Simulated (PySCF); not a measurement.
How methods differ on the ionisation energy of Sn²⁺

Sn²⁺ [Kr] 4d10 5s2 → Sn³⁺ [Kr] 4d10 5s1 [5s1/2^1, M_J = 1/2], as a difference of total energies. Computed with PySCF 2.14 in x2c-TZVPall-2c (8s9p5d2f, 74 functions), with the two-component X2C-1e Hamiltonian. Correlated levels: [Ar] 3d10 frozen; the 6 highest virtual spinors dropped. "Screened" scales the spin-orbit matrix elements by Boettger's factors to mimic the two-electron term; Breit and QED terms are absent.

```csv
method,ionisation energy (eV),error (eV)
GHF (spin-free),28.543,-1.963
GMP2 (spin-free),30.394,-0.112
GHF (screened spin-orbit),28.545,-1.961
GMP2 (screened spin-orbit),30.397,-0.109
```

Reference: 30.506 eV (measured; NIST Atomic Spectra Database, ionization energies).

Errors of the correlated levels include the incompleteness of this basis and the frozen core.
